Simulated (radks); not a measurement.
Values are calculated unless marked as measured or tabulated.
All-electron atom: Xe IV in [Kr] 4d10 5s2 5p3. Code: a radial shooting solver on a logarithmic mesh with Libxc functionals. Model: Dirac Kohn-Sham, OLYP, spin-unpolarised, spherical densities, point nucleus; open shells are shared between the two j in proportion to 2j + 1.

Normalised radial functions P(r) = r R(r) (large component), r in bohr:

r,4p1/2,4d5/2
0.001071,0.0039,0.0000
0.001246,0.0047,0.0000
0.001439,0.0057,0.0000
0.001662,0.0068,0.0000
0.00192,0.0082,0.0000
0.002235,0.0101,0.0000
0.002581,0.0123,0.0000
0.002981,0.0151,0.0001
0.003443,0.0185,0.0001
0.004008,0.0230,0.0001
0.004629,0.0284,0.0002
0.005345,0.0351,0.0003
0.006223,0.0440,0.0005
0.007187,0.0545,0.0008
0.0083,0.0675,0.0011
0.009585,0.0834,0.0017
0.01116,0.1040,0.0026
0.01289,0.1276,0.0039
0.01488,0.1559,0.0058
0.01719,0.1891,0.0085
0.02001,0.2297,0.0128
0.02311,0.2731,0.0186
0.02669,0.3204,0.0268
0.03082,0.3698,0.0384
0.03588,0.4208,0.0554
0.04144,0.4633,0.0774
0.04786,0.4940,0.1068
0.05572,0.5048,0.1474
0.06434,0.4856,0.1964
0.07431,0.4288,0.2562
0.08582,0.3276,0.3265
0.09991,0.1701,0.4093
0.1154,-0.0217,0.4904
0.1333,-0.2398,0.5655
0.1539,-0.4579,0.6228
0.1792,-0.6481,0.6479
0.2069,-0.7478,0.6215
0.2389,-0.7312,0.5326
0.2782,-0.5637,0.3625
0.3213,-0.2669,0.1318
0.371,0.1287,-0.1510
0.4285,0.5599,-0.4574
0.4988,0.9687,-0.7649
0.5761,1.2364,-0.9986
0.6653,1.3417,-1.1421
0.7684,1.2816,-1.1787
0.8945,1.0795,-1.1060
1.033,0.8199,-0.9556
1.193,0.5578,-0.7610
1.378,0.3387,-0.5587
1.604,0.1756,-0.3682
1.852,0.0823,-0.2257
2.139,0.0331,-0.1244
2.491,0.0105,-0.0580
2.876,0.0029,-0.0244
3.322,0.0006,-0.0088
3.836,0.0001,-0.0027
4.466,0.0000,-0.0006
5.158,0.0000,-0.0001
5.957,0.0000,0.0000
6.879,0.0000,0.0000
8.008,0.0000,0.0000
9.249,0.0000,0.0000

4p1/2: eigenvalue -183.99 eV, 2 radial nodes at r = 0.114, 0.355 bohr, <r> = 0.744 bohr, 90 % of the charge inside 1.09 bohr. 4d5/2: eigenvalue -92.568 eV, 1 radial node at r = 0.344 bohr, <r> = 0.874 bohr, 90 % of the charge inside 1.32 bohr.
